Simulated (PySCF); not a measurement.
**C4H3FNP: core ionisation energies**

Species: C4H3FNP.
Atom-mapped SMILES: `[F:1][c:2]1[cH:3][p:4][cH:5][cH:6][n:7]1`

Cartesian coordinates in Å at the GFN2-xTB level; atoms count from 1:
```
atom  x, y, z in Å
F1     2.064   -1.627    0.087
C2     1.040   -0.755    0.045
C3     1.356    0.587    0.121
P4     0.145    1.824    0.076
C5    -1.263    0.814   -0.066
C6    -1.223   -0.563   -0.114
N7    -0.138   -1.316   -0.064
H8     2.397    0.864    0.211
H9    -2.225    1.304   -0.117
H10   -2.145   -1.127   -0.202
```

Level of theory: PySCF 2.14.0, delta-SCF UKS SCAN, pcX-2 on the ionised atom, pcseg-1 elsewhere, spin-free X2C. Each binding energy is the total energy of the core-ionised species, with the hole localised on one atom, minus that of the ground state; both are solved self-consistently, so orbital relaxation is included.

Question: What binding energy does each computed site have?

Answer: 
```tsv
atom(s)	environment	level	binding energy (eV)	2p1/2 (eV)	above the level's lowest (eV)	count
P4	phosphorus bonded to 2 C	P 1s	2150.53	–	0.00	1
F1	aryl fluorine	F 1s	692.91	–	0.00	1
N7	pyridine-type nitrogen	N 1s	405.15	–	0.00	1
C2	aromatic C–F carbon	C 1s	294.03	–	+3.33	1
C6	aromatic CH next to a ring nitrogen	C 1s	292.00	–	+1.30	1
C3	aromatic CH carbon	C 1s	290.85	–	+0.15	1
C5	aromatic CH carbon	C 1s	290.70	–	0.00	1
P4	phosphorus bonded to 2 C	P 2p3/2	136.96	137.86	0.00	1
```

The listed C 1s values span 3.33 eV, from C5 (bonded to C (aromatic in the SMILES), H and P (aromatic in the SMILES)) to C2 (bonded to F, N (aromatic in the SMILES) and C (aromatic in the SMILES)). Summing the Pauling electronegativity differences to the bonded atoms, each weighted by its formal bond order, gives -0.89 for the lowest site and +2.17 for the highest; no listed site has a larger sum than the highest.

Question: Which effective nuclear charge Zeff reproduces each element's mean 1s value in the hydrogen-like formula E = 13.606 eV × Zeff²?

Answer: C (Z = 6): mean 291.9 eV, Zeff = 4.63, Z − Zeff = 1.37; N (Z = 7): mean 405.1 eV, Zeff = 5.46, Z − Zeff = 1.54; F (Z = 9): mean 692.9 eV, Zeff = 7.14, Z − Zeff = 1.86; P (Z = 15): mean 2150.5 eV, Zeff = 12.57, Z − Zeff = 2.43. Means run over the listed sites, weighted by atom count.

Spin–orbit coupling isn't in the SCF: each 2p doublet comes from a relaxed spin-free hole plus a matrix of the shell (mean-field spin–orbit coupling and the ground-state 2p splitting), with 2p3/2 averaged over its two sublevels. 2p1/2 minus 2p3/2 (ligand field included): P 0.90 eV. Isolated species at its GFN2-xTB geometry, gas phase.
